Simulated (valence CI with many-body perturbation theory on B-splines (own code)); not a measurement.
Results of a calculation; reference values are marked as such.
Basis-set convergence for Cs⁴¹⁺

Level of theory: valence CI with perturbative core correlation (CI+MBPT): four valence electrons over a frozen Dirac-Fock core [Ne], radial functions for each j: 9 s, 9 p, 8 d, 6 f, 3 g, 1 h, with the one-electron correlation potential Σ1 (screened to all orders), the two-electron term Σ2, the three-electron term Σ3, Breit, model QED; selected single and double excitations, second order for the rest, scaled by the run's own slope (own B-spline code, finite nucleus).

No measured spectrum was set against this ion. As an estimate, large intervals hold to a few tenths of a per cent, small ones and those within an open d or f shell to about a per cent.

The reference run has the lowest level (3s^2 3p1/2^2) J=0 and an ionisation energy of 3120.69 eV. Its largest variational space holds 20000 state functions.

Levels are named by their leading jj configuration (3d3/2^4 stands for four electrons in 3d with j = 3/2), which in mixed levels can hold well under half, so a name can repeat and another be missing. Letters in brackets count levels of one name in rising energy.

Changed runs:
A. basis 6 s, 6 p, 5 d, 3 f, 1 g
B. basis 5 s, 5 p, 4 d, 2 f

Excitation energies of the reference run in cm⁻¹, and shifts in cm⁻¹:

| Level | Reference | A | B |
| --- | --- | --- | --- |
| (3s^2 3p1/2 3p3/2) J=1 | 652706 | -90 | -259 |
| (3s^2 3p1/2 3p3/2) J=2 | 705574 | +17 | +107 |
| (3s^2 3p3/2^2) J=2 | 1396480 | -43 | -72 |
| (3s 3p1/2^2 3p3/2) J=2 | 1499360 | -127 | -358 |
| (3s^2 3p3/2^2) J=0 | 1511610 | +73 | +268 |
| (3s 3p1/2^2 3p3/2) J=1 | 1662940 | +14 | +71 |
| (3s^2 3p1/2 3d3/2) J=2 | 1866910 | +178 | +406 |
| (3s 3p1/2 3p3/2^2) J=2 [a] | 2038100 | -105 | -397 |
| (3s^2 3p1/2 3d3/2) J=1 | 2088600 | +386 | +1255 |
| (3s^2 3p1/2 3d5/2) J=3 | 2091470 | +155 | +393 |
| (3s^2 3p1/2 3d5/2) J=2 | 2227160 | +155 | +551 |
| (3s 3p1/2 3p3/2^2) J=3 | 2259650 | +97 | +379 |
| Ionisation energy (eV) | 3120.69 | -0.031 | -0.10 |
